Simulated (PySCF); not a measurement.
Precursor series Ti NH2-H. All species are isolated molecules in the gas phase. One relaxed conformer stands for each flexible species; it need not be the lowest.

Method: PBE-D3(BJ)/def2-TZVP // BP86-D3(BJ)/def2-SVP in PySCF 2.14.0. 

```
species                                   HOMO (eV)  coordination number  charge on the central atom (Mulliken) (e)
----------------------------------------  ---------  -------------------  -----------------------------------------
0 of 4 NH2 replaced by H ([Ti(NH2)4])         -5.42                    …                                       1.45
1 of 4 NH2 replaced by H ([Ti(NH2)3(H)])      -5.89                    …                                       1.19
3 of 4 NH2 replaced by H ([Ti(NH2)(H)3])      -6.75                    4                                       0.74
4 of 4 NH2 replaced by H ([Ti(H)4])           -7.43                    …                                       0.55
```

### Question
Complete the blanks.

### Answer

- 0 of 4 NH2 replaced by H ([Ti(NH2)4]), coordination number: 4
- 1 of 4 NH2 replaced by H ([Ti(NH2)3(H)]), coordination number: 4
- 4 of 4 NH2 replaced by H ([Ti(H)4]), coordination number: 4
